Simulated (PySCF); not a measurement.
**Excited states of Ga+ (gallium, charge +1)**

Ground state [Ar] 3d10 4s2, ¹S. Computed with PySCF 2.14 in aug-cc-pVTZ-PP with ECP10MDF, with a scalar-relativistic core potential. Vertical excitation energies in eV without spin-orbit coupling; excited terms of each kind are numbered among those the solver found. Frozen: 3s2 3p6.

```csv
term,leading excitation,EOM-EE-CCSD,measured centre of gravity (NIST)
1 3P°,4s → p,5.660,5.986 (4s4p)
1 1P°,4s → p,8.679,8.766 (4s4p)
1 3S,4s → s,12.383,12.763 (4s5s)
1 1S,4s → s,12.839,13.224 (4s5s)
1 1D,4s → d,12.962,n/a
1 3D,4s → d,13.692,14.116 (4s4d)
2 3P°,4s → p,14.343,n/a
2 1P°,4s → p,14.638,n/a
2 1D,4s → d,15.460,n/a
2 3S,4s → s,16.515,n/a
2 3D,4s → d,17.819,n/a
1 3F°,4s → f,19.234,n/a
1 1F°,4s → f,19.293,n/a
```

Only the lower part of the computed list is shown. Doubly excited terms such as np² are absent. The solver can miss terms. Rydberg members are limited by the diffuse functions of the basis.
